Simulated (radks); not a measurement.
All-electron atom: the indium ion In2.25+ in [Ne] 3s2 3p5.75 3d10 4s2 4p6 4d10 5s1 (fractional occupations, a model configuration).

All-electron calculation, non-relativistic Kohn-Sham, PBE, spin-unpolarised, spherical densities, point nucleus; relativity is left out, which matters for an element this heavy. Program: a radial shooting solver on a logarithmic mesh with Libxc functionals.

Energy parts (eV):
| part | energy |
|---|---|
| total | -156061.853 |
| kinetic | 156000.323 |
| electron-nucleus | -370140.590 |
| Hartree | 62288.777 |
| exchange-correlation | -4210.363 |

Orbitals (lengths in bohr, moments of r in powers of bohr; r(max) is where P^2 peaks):
| orbital | occ. | eigenvalue (eV) | r(max) | <r^4> |
|---|---|---|---|---|
| 1s | 2 | -26829.36 | 0.02056 | 4.208e-06 |
| 2s | 2 | -3954.047 | 0.1140 | 0.0007628 |
| 2p | 6 | -3694.906 | 0.08925 | 0.0005008 |
| 3s | 2 | -769.1319 | 0.3276 | 0.03369 |
| 3p | 5.75 | -663.0822 | 0.3140 | 0.03296 |
| 3d | 10 | -466.7226 | 0.2584 | 0.02838 |
| 4s | 2 | -133.7297 | 0.7936 | 1.116 |
| 4p | 6 | -98.9121 | 0.8237 | 1.510 |
| 4d | 10 | -41.8462 | 0.9162 | 4.261 |
| 5s | 1 | -25.4027 | 2.085 | 59.44 |

The highest occupied level is 5s at -25.403 eV. Virial ratio -V/T = 2.00039. Summed over all electrons, <r^2> = 31.72 bohr^2, which gives a Langevin (diamagnetic) susceptibility term of -25.1 x 10^-6 cm^3/mol. The density falls to 0.001 e/bohr^3 at r = 3.56 bohr. The electron density at the nucleus is 8.273e+04 e/bohr^3.
